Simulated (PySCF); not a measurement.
C2H7FSi3, SMILES F[SiH2][Si@H]1C=C[SiH2]1.

Coordinates come from a PBE0-D3(BJ)/def2-SVP optimisation. The structure was generated by enumeration; whether it is a known compound was not checked. One conformer was computed; it need not be the lowest.

Two levels are set side by side: PBE/def2-TZVP (PySCF) and r2SCAN/def2-TZVP (PySCF). Same geometry, gas phase. Differences are taken from unrounded values.

```
quantity                     r2SCAN    PBE  PBE minus r2SCAN
---------------------------  ------  -----  ----------------
orbital gap (eV)               4.76   4.35             -0.42
highest occupied level (eV)   -6.71  -6.48              0.23
lowest empty level (eV)       -1.94  -2.14             -0.19
dipole moment (D)              2.04   2.01             -0.03
mean polarisability (bohr³)   105.3  108.2               2.9
```

Rough cost on one machine, each run with all the roots and properties that it gave: r2SCAN against PBE about 3 times.
